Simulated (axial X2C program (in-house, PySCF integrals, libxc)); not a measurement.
Potential curves of InP, spin-free

All values were computed with an in-house all-electron X2C program for linear molecules (integrals from PySCF). Spin-free means the one-electron spin-free X2C Hamiltonian. Basis: In dyall-cv3z [11s12p9d4f1g], P dyall-v3z [8s7p2d1f] (cores contracted in-house); Gaussian nuclei, density fitting, unrestricted open shells. Masses: In 114.904 u, P 30.974 u.

State: M_S = 1, Λ = 0 (beyond evenly filled blocks: π+α, π-α). Energies in kJ/mol from the fragments at the same level (In + P). Fits are polynomials in 1 − R0/R over 0.85 to 1.23 times the lowest point R0.

```
 R (Å)      MP2     BP86     PBE0     CCSD
2.1202    -5.98   -42.61   -36.25         
2.2177   -69.38  -108.02  -100.83         
2.2908  -102.01  -142.37  -134.31         
2.3639  -124.86  -167.04  -157.96         
2.4370  -140.00  -184.02  -173.83  -148.01
2.5223  -150.13  -196.29  -184.72  -159.17
2.6076  -154.07  -202.29  -189.30  -163.95
2.7173  -152.51  -203.24  -188.43  -163.29
2.7864  -148.72  -200.95  -185.01  -160.05
2.8513  -143.67  -197.29  -180.30  -155.64
2.9456  -134.31  -189.98  -171.52  -147.59
3.0462  -121.97  -180.37  -160.41
```

Correlated methods: 18 electrons correlated (number of frozen shells: In 4 s, 3 p, 1 d; P 2 s, 1 p), 230 virtual spin orbitals or spinors in MP2, 110 natural virtuals in coupled cluster.

Dissociation energies refer to the lowest single-determinant-based atoms at the same level and basis. CCSD ran in a truncated set of natural virtual spinors with an MP2 remainder; without triples it tends to underbind. The state is one determinant with fixed occupations, lowest in a PBE0 search at one distance only: followed along the bond, the 2c determinant Ω = 1 reaches 0.25 eV lower at PBE0, at Re = 2.646 Å, so the state shown is not the lowest. At some level and bond length an empty orbital lies below a filled one. Spin-free De lacks the spin–orbit lowering of the heavy p-block atom, a tenth of an eV or more for 4p and 5p, up to an eV for 6p and one to two eV for 7p atoms, less what an open-shell molecule gains itself. With spin–orbit coupling the lowest determinant has another configuration, so this spin-free state is a model. Coupled cluster ran on the points near the minimum only. MP2 and coupled cluster on one determinant become unreliable at the stretched end.

Task: What are Re, ωe and De at the MP2 level?

Result: At MP2, spin-free: Re = 2.635 Å, ωe ≈ 257 cm⁻¹, De = 1.60 eV to In + P; Be follows as 0.0996 cm⁻¹.

Task: What are Re, ωe and De at the BP86 level?

Result: At BP86, spin-free: Re = 2.677 Å, ωe ≈ 242 cm⁻¹, De = 2.11 eV to In + P; Be follows as 0.0964 cm⁻¹.

Task: What are Re, ωe and De at the PBE0 level?

Result: At PBE0, spin-free: Re = 2.646 Å, ωe ≈ 255 cm⁻¹, De = 1.97 eV to In + P; Be follows as 0.0987 cm⁻¹.

Task: Fit the CCSD curve near its minimum: give the equilibrium distance, the harmonic wavenumber and the well depth.

Result: At CCSD, spin-free: Re = 2.649 Å, ωe ≈ 254 cm⁻¹, De = 1.70 eV to In + P; Be follows as 0.0984 cm⁻¹.
